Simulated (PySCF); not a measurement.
Br(29+) (bromine, charge +29): Hartree-Fock from Schrödinger to Dirac-Coulomb-Breit

Occupied: 1s1/2, 2s1/2, 2p1/2. Hartree-Fock calculated with PySCF 2.14 in an even-tempered Gaussian basis (16 s from 3.3 bohr⁻², ratio 2.7; 12 p from 4 bohr⁻², ratio 2.7), Gaussian nucleus throughout. NR is non-relativistic, sf-X2C the spin-free one-electron X2C Hamiltonian, X2C adds the bare one-electron spin-orbit term, X2C-SNSO screens it by Boettger's factors, DC is four-component Dirac-Coulomb, and the Gaunt and Breit terms are added at first order (total energies over the DC spinors, levels after relaxing the spinors in that mean field). QED terms are absent. Levels marked empty are virtual spinors of this ion.

| Hamiltonian | E (hartree) | E − E(DC) (hartree) | CPU seconds |
| --- | --- | --- | --- |
| X2C | -1755.8812 | 0.2024 | 0.3 |
| X2C-SNSO | -1755.7109 | 0.3727 | 0.3 |
| DC | -1756.0837 | 0.0000 | 14 |
| DC+Gaunt | -1755.1366 | 0.9471 | 25 |
| DC+Breit | -1755.1849 | 0.8988 | 85 |

```csv
level (eV),X2C,X2C-SNSO,DC,DC+Gaunt,DC+Breit
1s1/2,-15538.7,-15539.1,-15545.3,-15526.3,-15526.9
2s1/2,-3461.9,-3462.0,-3462.7,-3460.9,-3461.1
2p1/2,-3369.0,-3366.8,-3367.2,-3363.6,-3364.1
2p3/2 (empty),-3165.4,-3166.5,-3166.5,-3164.7,-3165.2
3s1/2 (empty),-1397.9,-1397.9,-1398.1,-1397.6,-1397.7
```

Weight of the small component: 1s1/2 0.0162, 2s1/2 0.00359, 2p1/2 0.00357, 2p3/2 0.00343, 3s1/2 0.00142.

Koopmans' value for the highest occupied level at DC+Breit: 3364.1 eV, against an ionisation energy of 3361 ± 3 eV (semi-empirical (NIST evaluation); NIST Atomic Spectra Database, ionization energies); the former lacks relaxation, correlation, QED and recoil.

The whole ladder took 130 s of wall time on 1 thread of Intel(R) Xeon(R) Platinum 8259CL CPU @ 2.50GHz (shared host), launched as `OMP_NUM_THREADS=1 python relrun2.py TASK.json OUT` (a driver that calls PySCF for each Hamiltonian).
